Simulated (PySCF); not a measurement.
**Excitation energy of Cl(2+) by level of theory**

Cl(2+) [Ne] 3s2 3p3 (4S) → Cl(2+) [Ne] 3s1 3p3 4s1 (6S), as a difference of total energies. All numbers are calculated (PySCF 2.14, scalar relativity by spin-free X2C-1e, in aug-cc-pCVTZ-DK). Correlated levels: nothing frozen. The calculations carry no spin-orbit coupling.

| method | excitation energy (eV) |
| --- | --- |
| UHF | 28.146 |
| MP2 (all electrons) | 30.007 |
| SCS-MP2 (all electrons) | 30.554 |
| CCSD (all electrons) | 30.154 |
| CCSD(T) (all electrons) | 30.243 |

Problem. How much does correlation contribute at CCSD(T) (all electrons)?

Solution. 30.243 − (28.146) = 2.097 eV, measured against UHF.

The promoted electron is Rydberg-like, and one or two diffuse shells describe it only roughly, which tends to raise the upper state.
